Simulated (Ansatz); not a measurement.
calcium atom (Ca), singlet; PBE/pcseg-1 in Ansatz (an electronic-structure program).

The Ansatz input:
Ansatz 0.2 input:
```yaml
crystal:
  periodic: [false, false, false]
  atoms:
    - {symbol: Ca, position_ang: [0.00000000, 0.00000000, 0.00000000]}
basis:
  gaussian:
    orbitals: pcseg-1.json
hamiltonian:
  xc: pbe
```
The basis file holds pcseg-1 in the JSON format of the Basis Set Exchange.

It wrote (shortened):

```
Functional definition: PBE
138 factors; integrals over basis functions are off by at most 3.0e-4 eV
mean field evaluation 1: about -18429.0339 eV, gradient 4.3e-1 eV
mean field evaluation 2: about -18429.0337 eV, gradient 4.3e-1 eV
mean field evaluation 4: about -18429.0357 eV, gradient 3.5e-3 eV
mean field evaluation 8: about -18429.0357 eV, gradient 4.2e-5 eV
mean field -18429.03565942 eV, -677.2545688345 hartree, gradient 4.2e-5 eV, S^2 0.000000; 0 other end points of the search recorded, 0 dependent functions left out
reference -18429.03568593 eV, -677.2545698090 hartree; 10, 10 occupied and 14, 14 virtual orbitals, 138 factors
Total energy: -18429.03568593 eV, -677.2545698090 hartree
```
